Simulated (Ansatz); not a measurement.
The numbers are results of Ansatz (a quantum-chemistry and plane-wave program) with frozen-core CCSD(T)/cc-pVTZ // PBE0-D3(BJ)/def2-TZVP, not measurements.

Ansatz 0.2 input:
```yaml
crystal:
  periodic: [false, false, false]
  atoms:
    - { symbol: F, position_ang: [1.549093, -0.159899, 0.080146] }
    - { symbol: Si, position_ang: [-0.040238, 0.004154, -0.002081] }
    - { symbol: H, position_ang: [-0.341887, 1.335314, -0.578639] }
    - { symbol: H, position_ang: [-0.591535, -0.107195, 1.368711] }
    - { symbol: H, position_ang: [-0.575433, -1.072372, -0.868137] }
basis:
  gaussian: { orbitals: cc-pVTZ }
correlation:
  method: ccsd_t
```

Output:

```
Functional definition: HF
615 factors; integrals over basis functions are off by at most 1.0e-3 eV
mean field evaluation 1: about -10617.1885 eV, gradient 2.6e1 eV
mean field evaluation 2: about -10617.1993 eV, gradient 2.6e1 eV
mean field evaluation 4: about -10618.5605 eV, gradient 1.8e0 eV
mean field evaluation 8: about -10618.5759 eV, gradient 2.5e-4 eV
mean field evaluation 16: about -10618.5754 eV, gradient 3.8e-1 eV
mean field -10618.57592969 eV, -390.2254678870 hartree, gradient 1.6e-6 eV, S^2 0.000000; 0 other end points of the search recorded, 0 dependent functions left out
6 core orbitals not correlated
reference -10618.57592969 eV, -390.2254678870 hartree; 7, 7 occupied and 93, 93 virtual orbitals, 615 factors
second order -10.44752169 eV of doubles, -0.00000000 eV of singles
cycle   1  -10.70836765 eV  change   -2.6e-1 eV  update   6.9e-2
cycle   2  -10.97646076 eV  change   -2.7e-1 eV  update   2.1e-2
cycle   3  -11.03816847 eV  change   -6.2e-2 eV  update   1.0e-2
cycle   4  -11.03003732 eV  change    8.1e-3 eV  update   1.8e-3
cycle   5  -11.03004786 eV  change   -1.1e-5 eV  update   6.8e-4
cycle   6  -11.03033462 eV  change   -2.9e-4 eV  update   1.7e-4
cycle   7  -11.03022196 eV  change    1.1e-4 eV  update   5.5e-5
cycle   8  -11.03020853 eV  change    1.3e-5 eV  update   1.3e-5
perturbative correction -0.28603806 eV, -0.0105117047 hartree
Total energy: -10629.89217628 eV, -390.6413322787 hartree
```

Cost: roughly 3 core-seconds.
